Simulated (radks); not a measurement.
Ru I, 44 electrons, occupied as [Kr] 4d7 5s0.5 5p0.5 (fractional occupations, a model configuration). Calculated with a radial shooting solver on a logarithmic mesh with Libxc functionals: scalar-relativistic Kohn-Sham, PBEsol, spin-unpolarised, spherical densities, finite nucleus; Fermi nuclear charge, rms radius 4.4809 fm.

Local quantities along the radius. ELF = 1/(1 + alpha^2) is the electron localisation function; alpha = (tau - tau_W)/tau_unif compares the Pauli kinetic energy density with that of the uniform gas; r v_xc is r times the local exchange-correlation potential (hartree bohr); 4 pi r^2 rho is in e/bohr. tau is taken from the large components.

| r (bohr) | ELF | alpha | r v_xc | 4 pi r^2 rho |
|---|---|---|---|---|
| 0.002468 | 0.999 | 0.02321 | -0.1189 | 4.765 |
| 0.003345 | 0.999 | 0.02523 | -0.1478 | 7.844 |
| 0.004533 | 0.999 | 0.02878 | -0.1846 | 12.56 |
| 0.006193 | 0.999 | 0.03508 | -0.2314 | 19.60 |
| 0.008393 | 0.998 | 0.04603 | -0.2855 | 28.74 |
| 0.01137 | 0.996 | 0.06677 | -0.3463 | 39.40 |
| 0.01554 | 0.988 | 0.1118 | -0.4105 | 49.64 |
| 0.02106 | 0.955 | 0.2164 | -0.4667 | 55.45 |
| 0.02854 | 0.809 | 0.4851 | -0.5068 | 54.57 |
| 0.03899 | 0.455 | 1.095 | -0.5300 | 49.22 |
| 0.05285 | 0.312 | 1.484 | -0.5692 | 48.49 |
| 0.07162 | 0.521 | 0.9579 | -0.6935 | 58.43 |
| 0.09784 | 0.753 | 0.5726 | -0.8328 | 69.44 |
| 0.1326 | 0.684 | 0.6790 | -0.8856 | 63.04 |
| 0.1797 | 0.333 | 1.415 | -0.8584 | 47.19 |
| 0.2455 | 0.435 | 1.140 | -0.9861 | 48.11 |
| 0.3327 | 0.751 | 0.5762 | -1.167 | 54.15 |
| 0.451 | 0.698 | 0.6581 | -1.139 | 37.28 |
| 0.6161 | 0.214 | 1.914 | -0.9141 | 16.46 |
| 0.8349 | 0.462 | 1.079 | -1.022 | 13.76 |
| 1.132 | 0.749 | 0.5783 | -1.140 | 13.05 |
| 1.534 | 0.557 | 0.8921 | -1.051 | 7.409 |
| 2.095 | 0.253 | 1.720 | -0.8706 | 2.974 |
| 2.839 | 0.140 | 2.479 | -0.7305 | 1.167 |
| 3.848 | 0.099 | 3.025 | -0.6110 | 0.4490 |
| 5.257 | 0.061 | 3.913 | -0.4902 | 0.1555 |
| 7.125 | 0.033 | 5.408 | -0.3823 | 0.04989 |
| 9.656 | 0.012 | 8.989 | -0.2951 | 0.01242 |
| 13.19 | 0.002 | 24.63 | -0.2011 | 0.001685 |

On this mesh the ELF has minima near r = 0.053, 0.21, 0.72 bohr, which separate the shells, and maxima near 0.11 (0.76), 0.39 (0.77), 1.1 (0.75).

Self-consistent cycle (total energy in hartree, residual of the potential): 1: -4527.829102, 2e+00; 2: -4528.158461, 1e+00; 3: -4528.281530, 3e-01; 4: -4528.295591, 4e-02; 5: -4528.295371, 2e-02; 6: -4528.295229, 1e-02; 7: -4528.295259, 4e-03; 8: -4528.295261, 1e-04; 9: -4528.295261, 2e-04; 10: -4528.295261, 7e-05; 11: -4528.295261, 1e-06; 12: -4528.295261, 6e-08; 13: -4528.295261, 3e-09.
